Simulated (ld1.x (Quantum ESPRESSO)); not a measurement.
# Fe (Z = 26): one change to an RRKJ potential, before and after

```json
{
  "Element": "Fe",
  "Generator": "ld1.x (Quantum ESPRESSO) 7.5",
  "Type": "norm-conserving RRKJ (Kleinman–Bylander form)",
  "Functional": "PBEsol",
  "Relativity": "scalar-relativistic",
  "Frozen core": "[Ar]",
  "Valence charge": "8",
  "Reference configuration": "3d6 4s1 4p1",
  "Partial waves": "4p (bound): rc 2.25 bohr; 3d (bound): rc 0.95 bohr; 4s (bound): rc 2.60 bohr",
  "Local potential": "the s channel",
  "Core correction": "a·sin(br)/r model core inside 0.45 bohr"
}
```

Change: wave 4p (bound): rc 2.25 bohr becomes 4p (bound): rc 3.16 bohr.

Cutoffs: the cutoffs (Ry, on a coarse ladder) from which the occupation-weighted sum of valence levels, in a spherical-Bessel basis at the reference potential, stays within 10 and 1 mRy of its value at 400 Ry; they do not see the model core or the augmentation charge, which bear on the density cutoff. Errors are all-electron minus pseudo energies relative to the spin-unpolarised reference configuration.

Problem. Predict the effect on cutoff, ghosts and configuration errors.

Solution. The potential gets neither clearly harder nor softer (180 Ry and 200 Ry → 180 Ry and 200 Ry); of the 7 tests that both files solve, the error grows in 2 and shrinks in 0 by more than 15 % and 0.3 meV (median size 37.0 → 33.0 meV); neither file shows a bound ghost.

| quantity | base | changed |
| --- | --- | --- |
| cutoff, loose | 180 Ry | 180 Ry |
| cutoff, tight | 200 Ry | 200 Ry |
| bound ghosts | none | none |
| error for 3d6 4s2 4p0, meV [ΔE -4.13 eV] | -2.6 | -4.1 |
| error for 3d6 4s1 4p0, meV [ΔE 4.61 eV] | -3.1 | -2.7 |
| error for 3d6 4s0 4p0, meV [ΔE 20.73 eV] | -37 | -33 |
| error for 3d7 4s1 4p0, meV [ΔE -4.94 eV] | -257 | -264 |
| error for 3d7 4s0 4p0, meV [ΔE 2.46 eV] | -410 | -415 |
| error for 3d5 4s0 4p0, meV [ΔE 54.91 eV] | -532 | -514 |
| error for 3d6 4s1.5 4p0, meV [ΔE -0.64 eV] | -1.5 | -2.3 |
